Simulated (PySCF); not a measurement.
Calculation: PySCF 2.14.0 with ωB97X-D3(BJ)/def2-TZVP // B3LYP-D3(BJ)/def2-SVP. Gas-phase values, no solvent. One relaxed conformer stands for a flexible species; it need not be the lowest. Delta-SCF ions had no search for a lower state. 

Reference species (SMILES): `[GeH2]([SiH2]C)[SiH2][GeH2][SiH2][GeH2][CH3]` (neutral, multiplicity 1).

```yaml
vertical ionisation energy (Delta-SCF): 8.72 eV
HOMO–LUMO gap: 10.22 eV
```

Changed species: `C[SiH2][GeH2][CH3]` (C–Si–Ge–C torsion 179°) (n = 1; the reference has n = 3).

Task: What does the change do to the vertical ionisation energy (Delta-SCF) and HOMO–LUMO gap?

Result: the vertical ionisation energy (Delta-SCF) rises by 1.02 eV, to 9.74 eV; the HOMO–LUMO gap rises by 1.71 eV, to 11.93 eV.
